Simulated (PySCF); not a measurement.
Cl2La, charge +1, singlet, geometry from GFN2-xTB (such geometries of metal compounds can be far from the true shape) (the multiplicity is a formal guess) (core potentials on La).

Here is a job for PySCF.
```python
from pyscf import gto, scf

mol = gto.Mole()
mol.atom = '''
    La    0.44085595   -0.03288820    0.54719399
    Cl    0.61454882    0.32765128   -1.99155080
    Cl   -2.09271289   -0.21737908    0.15684153
'''
mol.basis = 'def2-sv(p)'
mol.ecp = {'La': 'def2-sv(p)'}
mol.charge = 1
mol.verbose = 4
mol.build()

mf = scf.RHF(mol)
mf.kernel()
mf.analyze()
```

Question: Predict the HOMO energy from HF/def2-SV(P) in PySCF.

Answer: -15.59 eV

Question: What HOMO-LUMO gap does HF/def2-SV(P) give?

Answer: 10.18 eV

Question: Give the total energy at the level HF/def2-SV(P).

Answer: -949.790810 Ha

Question: What number of basis functions does HF/def2-SV(P) give?

Answer: 61

Question: Give the nuclear repulsion energy at the level HF/def2-SV(P).

Answer: 120.7152 Eh
